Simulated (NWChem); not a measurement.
System: CF$_{3}$ cation

Parts of the log:

```
             Northwest Computational Chemistry Package (NWChem) 7.3.0
             --------------------------------------------------------

 D3H symmetry detected

                             Geometry "geometry" -> ""
                             -------------------------

 Output coordinates in angstroms (scale by  1.889725989 to convert to a.u.)

  No.       Tag          Charge          X              Y              Z
 ---- ---------------- ---------- -------------- -------------- --------------
    1 F                    9.0000     0.86842601     0.86842601     0.00000000
    2 C                    6.0000    -0.00000000    -0.00000000     0.00000000
    3 F                    9.0000    -1.18629200     0.31786598     0.00000000
    4 F                    9.0000     0.31786598    -1.18629200     0.00000000

 Effective nuclear repulsion energy (a.u.)     130.2524523609

      Symmetry information
      --------------------

 Group name             D3h
 Group number             27
 Group order              12
 No. of unique centers     2

                                 NWChem DFT Module
                                 -----------------

 Summary of "ao basis" -> "ao basis" (spherical)
 ------------------------------------------------------------------------------
       Tag                 Description            Shells   Functions and Types
 ---------------- ------------------------------  ------  ---------------------
 F                         6-311++g**               10       22   5s4p1d
 C                         6-311++g**               10       22   5s4p1d

      Symmetry analysis of basis
      --------------------------

        a1'        17
        a1"         1
        a2'         5
        a2"         9
        e'         42
        e"         14

  Rotation of axis

            General Information
            -------------------
          SCF calculation type: DFT
          Wavefunction type:  closed shell.
          No. of atoms     :     4
          No. of electrons :    32
           Alpha electrons :    16
            Beta electrons :    16
          Charge           :     1
          Spin multiplicity:     1
          Use of symmetry is: on ; symmetry adaption is: on
          Maximum number of iterations: 150
          AO basis - number of functions:    88
                     number of shells:    40
          Convergence on energy requested:  1.00D-06
          Convergence on density requested:  1.00D-05
          Convergence on gradient requested:  5.00D-04

              XC Information
              --------------
                         B3LYP Method XC Potential
                     Hartree-Fock (Exact) Exchange  0.200
                        Slater Exchange Functional  0.800 local
                    Becke 1988 Exchange Functional  0.720 non-local
              Lee-Yang-Parr Correlation Functional  0.810
                  VWN I RPA Correlation Functional  0.190 local

             Grid Information
             ----------------
          Grid used for XC integration:  medium
          Radial quadrature: Mura-Knowles
          Angular quadrature: Lebedev.
          Tag              B.-S. Rad. Rad. Pts. Rad. Cut. Ang. Pts.
          ---              ---------- --------- --------- ---------
          F                   0.50       49           8.0       434
          C                   0.70       49           8.0       434
          Grid pruning is: on
          Number of quadrature shells:    98
          Spatial weights used:  Erf1

      Superposition of Atomic Density Guess
      -------------------------------------

 Sum of atomic energies:        -335.89273787

 Renormalizing density from      33.00 to     32

      Non-variational initial energy
      ------------------------------

 Total energy =    -330.873771
 1-e energy   =    -704.554989
 2-e energy   =     243.428765
 HOMO         =      -1.052918
 LUMO         =      -0.347824

      Symmetry analysis of molecular orbitals - initial
      -------------------------------------------------

  Numbering of irreducible representations:

     1 a1'         2 a1"         3 a2'         4 a2"         5 e'
     6 e"

  Orbital symmetries:

     1 a1'         2 e'          3 e'          4 a1'         5 a1'
     6 e'          7 e'          8 a1'         9 e'         10 e'
    11 a2"        12 e'         13 e'         14 e"         15 e"
    16 a2'        17 a2"        18 a1'        19 e'         20 e'
    21 a2"        22 a1'        23 e'         24 e'         25 a1'
    26 e"

     ---------------------------------------------
      Total Density - Mulliken Population Analysis
     ---------------------------------------------

    Atom       Charge   Shell Charges
 -----------   ------   -------------------------------------------------------
    1 F    9     9.14   1.08  0.92  1.26  1.15  2.57  0.77  1.45 -0.05 -0.01  0.01
    2 C    6     4.58   1.11  0.89  0.34  0.68  0.91  0.18  0.13  0.02  0.04  0.28
    3 F    9     9.14   1.08  0.92  1.26  1.15  2.57  0.77  1.45 -0.05 -0.01  0.01
    4 F    9     9.14   1.08  0.92  1.26  1.15  2.57  0.77  1.45 -0.05 -0.01  0.01

   convergence    iter        energy       DeltaE   RMS-Dens  Diis-err
 ---------------- ----- ----------------- --------- --------- ---------
 d= 0,ls=0.0,diis     1   -337.0788235992 -4.67D+02  1.89D-02  2.89D+00
 d= 0,ls=0.0,diis     2   -336.7030993308  3.76D-01  1.14D-02  8.62D+00
 d= 0,ls=0.0,diis     3   -337.3272969147 -6.24D-01  3.21D-04  2.01D-03
 d= 0,ls=0.0,diis     4   -337.3274131197 -1.16D-04  5.19D-05  1.67D-04
 d= 0,ls=0.0,diis     5   -337.3274243668 -1.12D-05  1.50D-05  6.90D-06
 d= 0,ls=0.0,diis     6   -337.3274249201 -5.53D-07  3.08D-06  9.93D-08

         Total DFT energy =     -337.327424920085
      One electron energy =     -715.089711181459
           Coulomb energy =      283.994134165260
    Exchange-Corr. energy =      -36.484300264808
 Nuclear repulsion energy =      130.252452360922

 Numeric. integr. density =       32.000001439485

                  Occupations of the irreducible representations
                  ----------------------------------------------

                     irrep           alpha         beta
                     --------     --------     --------
                     a1'               4.0          4.0
                     a1"               0.0          0.0
                     a2'               1.0          1.0
                     a2"               1.0          1.0
                     e'                8.0          8.0
                     e"                2.0          2.0

                       DFT Final Molecular Orbital Analysis
                       ------------------------------------

 Vector   14  Occ=2.000000D+00  E=-8.311854D-01  Symmetry=e"
              MO Center= -1.3D-02, -5.9D-01,  4.3D-15, r^2= 1.5D+00
   Bfn.  Coefficient  Atom+Function         Bfn.  Coefficient  Atom+Function
  ----- ------------  ---------------      ----- ------------  ---------------
    75      0.386445  4 F  pz                79      0.311154  4 F  pz
    71      0.266211  4 F  pz                53     -0.241059  3 F  pz
    57     -0.194093  3 F  pz                49     -0.166058  3 F  pz
     9     -0.145387  1 F  pz                13     -0.117061  1 F  pz
     5     -0.100153  1 F  pz                41     -0.061480  2 C  d -1

 Vector   15  Occ=2.000000D+00  E=-8.311854D-01  Symmetry=e"
              MO Center=  1.3D-02,  5.9D-01,  1.3D-14, r^2= 1.5D+00
   Bfn.  Coefficient  Atom+Function         Bfn.  Coefficient  Atom+Function
  ----- ------------  ---------------      ----- ------------  ---------------
     9      0.362290  1 F  pz                53     -0.307053  3 F  pz
    13      0.291705  1 F  pz                 5      0.249571  1 F  pz
    57     -0.247230  3 F  pz                49     -0.211520  3 F  pz
    43     -0.061480  2 C  d  1              75     -0.055236  4 F  pz
    79     -0.044475  4 F  pz                71     -0.038051  4 F  pz

 Vector   16  Occ=2.000000D+00  E=-7.914813D-01  Symmetry=a2'
              MO Center= -1.7D-14,  1.2D-14,  5.1D-20, r^2= 1.9D+00
   Bfn.  Coefficient  Atom+Function         Bfn.  Coefficient  Atom+Function
  ----- ------------  ---------------      ----- ------------  ---------------
    52      0.280742  3 F  py                73     -0.280742  4 F  px
    56      0.234540  3 F  py                77     -0.234540  4 F  px
     7      0.205517  1 F  px                 8     -0.205517  1 F  py
    48      0.192557  3 F  py                69     -0.192557  4 F  px
    11      0.171695  1 F  px                12     -0.171695  1 F  py

 Vector   17  Occ=0.000000D+00  E=-4.032151D-01  Symmetry=a2"
              MO Center=  5.0D-16, -9.6D-16, -5.4D-16, r^2= 1.2D+00
   Bfn.  Coefficient  Atom+Function         Bfn.  Coefficient  Atom+Function
  ----- ------------  ---------------      ----- ------------  ---------------
    31      0.515895  2 C  pz                35      0.506418  2 C  pz
    27      0.316786  2 C  pz                13     -0.212005  1 F  pz
    57     -0.212005  3 F  pz                79     -0.212005  4 F  pz
     9     -0.198069  1 F  pz                53     -0.198069  3 F  pz
    75     -0.198069  4 F  pz                 5     -0.137836  1 F  pz

 Vector   18  Occ=0.000000D+00  E=-2.602056D-01  Symmetry=a1'
              MO Center= -1.2D-14,  1.1D-14,  2.6D-15, r^2= 3.6D+00
   Bfn.  Coefficient  Atom+Function         Bfn.  Coefficient  Atom+Function
  ----- ------------  ---------------      ----- ------------  ---------------
    32      1.408997  2 C  s                 36      0.893604  2 C  s
    10     -0.397545  1 F  s                 54     -0.397545  3 F  s
    76     -0.397545  4 F  s                 14     -0.270127  1 F  s
    58     -0.270127  3 F  s                 80     -0.270127  4 F  s
    28      0.251390  2 C  s                 55     -0.205099  3 F  px

 Vector   19  Occ=0.000000D+00  E=-1.318412D-01  Symmetry=a2"
              MO Center=  4.8D-15, -1.7D-15, -5.1D-14, r^2= 8.2D+00
   Bfn.  Coefficient  Atom+Function         Bfn.  Coefficient  Atom+Function
  ----- ------------  ---------------      ----- ------------  ---------------
    39      1.010521  2 C  pz                31     -0.164705  2 C  pz
    27     -0.084255  2 C  pz                 9     -0.056172  1 F  pz
    53     -0.056172  3 F  pz                75     -0.056172  4 F  pz
    13     -0.040678  1 F  pz                57     -0.040678  3 F  pz
    79     -0.040678  4 F  pz                35     -0.038363  2 C  pz

     ---------------------------------------------
      Total Density - Mulliken Population Analysis
     ---------------------------------------------

    Atom       Charge   Shell Charges
 -----------   ------   -------------------------------------------------------
    1 F    9     8.83   1.08  0.92  1.18  1.11  2.34  0.83  1.41 -0.03 -0.01  0.01
    2 C    6     5.51   1.10  0.89  0.60  0.80  1.35  0.14  0.21  0.03  0.04  0.36
    3 F    9     8.83   1.08  0.92  1.18  1.11  2.34  0.83  1.41 -0.03 -0.01  0.01
    4 F    9     8.83   1.08  0.92  1.18  1.11  2.34  0.83  1.41 -0.03 -0.01  0.01

     -------------------------------------------
      Total Density - Lowdin Population Analysis
     -------------------------------------------

    Atom       Charge   Shell Charges
 -----------   ------   -------------------------------------------------------
    1 F    9     8.74   1.03  0.96  1.19  0.95  2.27  0.60  1.40  0.11  0.23  0.01
    2 C    6     5.77   1.04  0.92  0.59  0.48  1.26  0.17  0.53  0.04  0.06  0.68
    3 F    9     8.74   1.03  0.96  1.19  0.95  2.27  0.60  1.40  0.11  0.23  0.01
    4 F    9     8.74   1.03  0.96  1.19  0.95  2.27  0.60  1.40  0.11  0.23  0.01

     Multipole analysis of the density
     ---------------------------------

     L   x y z        total         alpha         beta         nuclear
     -   - - -        -----         -----         ----         -------
     0   0 0 0      1.000000    -16.000000    -16.000000     33.000000

     1   1 0 0     -0.000000     -0.000000     -0.000000     -0.000000
     1   0 1 0     -0.000000     -0.000000     -0.000000      0.000000
     1   0 0 1     -0.000000     -0.000000     -0.000000      0.000000

     2   2 0 0    -12.050439    -42.382977    -42.382977     72.715515
     2   1 1 0     -0.000000     -0.000000     -0.000000      0.000000
     2   1 0 1      0.000000      0.000000      0.000000      0.000000
     2   0 2 0    -12.050439    -42.382977    -42.382977     72.715515
     2   0 1 1      0.000000      0.000000      0.000000      0.000000
     2   0 0 2    -12.148791     -6.074396     -6.074396      0.000000
```

Level: B3LYP/6-311++G** (spherical d). Geometry: optimised at PBE0/def2-SVP. B3LYP is NWChem's, with the RPA form of VWN correlation.

Problem. Which NWChem input produces such a log?

Solution. This is not unique; one that fits is the input that was run:
```
start job
memory heap 200 mb stack 900 mb global 1100 mb
charge 1
geometry units angstroms noautoz
  F      1.186292    -0.317866     0.000000
  C      0.000000     0.000000     0.000000
  F     -0.317866     1.186292     0.000000
  F     -0.868426    -0.868426     0.000000
end
basis spherical
  F library 6-311++g**
  C library 6-311++g**
end
dft
  xc b3lyp
  iterations 150
  mulliken
end
task dft energy
```
